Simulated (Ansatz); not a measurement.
B5As6H18⁺, a cluster cut from wurtzite BAs (hydrogen-capped). Total charge 1; triplet. Geometry r2SCAN-D4/def2-SVP, that of the charge +1 singlet; atoms count from 1.

```xyz
29

As   -1.063    0.216   -2.206
B     0.537   -0.979   -1.711
B     1.489    2.194   -0.732
As    1.922    0.181   -0.655
As   -0.211   -2.410   -0.435
B     2.406   -0.635    1.174
B    -1.865    1.229   -0.597
As   -0.377    2.519    0.054
As   -2.307   -0.182    0.839
B    -0.935   -1.639    1.337
As    0.706   -0.821    2.306
H    -0.680    1.203   -3.272
H    -2.150   -0.560   -2.904
H     1.003   -1.495   -2.699
H     1.363    2.523   -1.897
H     2.308    2.821   -0.100
H     3.172    0.033   -1.477
H    -1.279   -3.247   -1.093
H     0.829   -3.451   -0.135
H     2.759   -1.787    1.008
H     3.198    0.075    1.751
H    -2.879    1.819   -0.889
H    -0.866    3.904   -0.263
H    -0.446    2.566    1.561
H    -3.584   -0.870    0.433
H    -2.752    0.520    2.094
H    -1.486   -2.479    2.009
H     0.244    0.440    2.993
H     0.948   -1.689    3.509
```

The gap within one spin of the charge 1 triplet nearly closes, so an electron or hole may be smeared out by delocalisation error. At PBE-D4/def2-SVP a singlet of charge 1 lies 4.83 eV below the triplet at the same geometry.

(1) Estimate the Mulliken populations from the PBE/def2-SVP orbitals of Ansatz.

(2) Where does the spin sit?

(3) And the Mayer bond orders between heavy atoms (over 0.3)?

## Answers

(1) 
```csv
atom,charge (e),spin (α − β)
As1,0.26,0.16
B2,-0.31,0.01
B3,-0.25,0.11
As4,0.29,0.25
As5,0.26,0.16
B6,-0.25,0.11
B7,-0.30,0.04
As8,0.24,0.06
As9,0.23,0.21
B10,-0.30,0.04
As11,0.24,0.06
H12,0.04,0.07
H13,0.06,0.00
H14,0.06,0.00
H15,0.07,0.06
H16,0.07,0.00
H17,0.02,0.07
H18,0.06,0.00
H19,0.04,0.07
H20,0.07,0.06
H21,0.07,0.00
H22,0.06,0.03
H23,0.03,0.13
H24,0.04,0.00
H25,0.03,0.06
H26,0.03,0.05
H27,0.06,0.03
H28,0.04,0.00
H29,0.03,0.13
```
Mulliken values depend strongly on the basis.

(2) Summed by element: As 0.91, B 0.31, H 0.78, of 2 unpaired in all. Largest on single atoms: As4 0.25, As9 0.21, As5 0.16.

(3) As1–B2 0.88 (2.06 Å); As1–B7 0.94 (2.06 Å); B2–As4 0.92 (2.09 Å); B2–As5 0.88 (2.06 Å); B3–As4 0.82 (2.06 Å); B3–As8 0.91 (2.05 Å); As4–B6 0.82 (2.06 Å); As5–B10 0.94 (2.06 Å); B6–As11 0.91 (2.05 Å); B7–As8 0.89 (2.07 Å); B7–As9 0.89 (2.06 Å); As9–B10 0.89 (2.06 Å); B10–As11 0.89 (2.07 Å).
